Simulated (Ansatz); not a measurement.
Frontier orbitals of H3MoNOS2, SMILES `[NH2][Mo]([OH])(=[S])=[S]`.

Cartesian coordinates in Å:
```
N 0.1919 -0.1611 1.4074
Mo -0.2331 -0.2278 -0.4508
O -0.1724 1.4862 -1.1968
S 1.1750 -1.4814 -1.3798
S -2.1871 -0.9814 -0.6362
H -0.5048 -0.0921 2.1341
H 1.1147 -0.3332 1.7771
H 0.6158 1.7909 -1.6551
```

Charge 0, multiplicity 1. Correlated methods include outer-core shells of Mo, which these sets cover unevenly. Mo takes the def2 core potential. Geometry: relaxed with PBE0-D4/def2-TZVP. It is one conformer, not always the lowest. Basis def2-TZVPP, the Gaussian-basis code of Ansatz.

```
             functional  HOMO (eV)  LUMO (eV)  gap (eV)
                    PBE      -6.08      -3.65      2.43
                   BLYP      -5.90      -3.50      2.40
                   PBE0      -7.20      -3.03      4.17
                  B3LYP      -6.96      -3.18      3.78
HSE06 (plane-wave form)      -6.81      -3.40      3.41
                ωB97M-V      -9.18      -1.07      8.11
```

Against PBE, PBE0 changes HOMO and LUMO by −1.11 and +0.62 eV, ωB97M-V by −3.09 and +2.59 eV. A gap of 2.43 eV thus becomes 8.11 eV for the same molecule, so an orbital gap means little without its functional.

B3LYP here is the variant with VWN-RPA as its local correlation; programs differ in this.
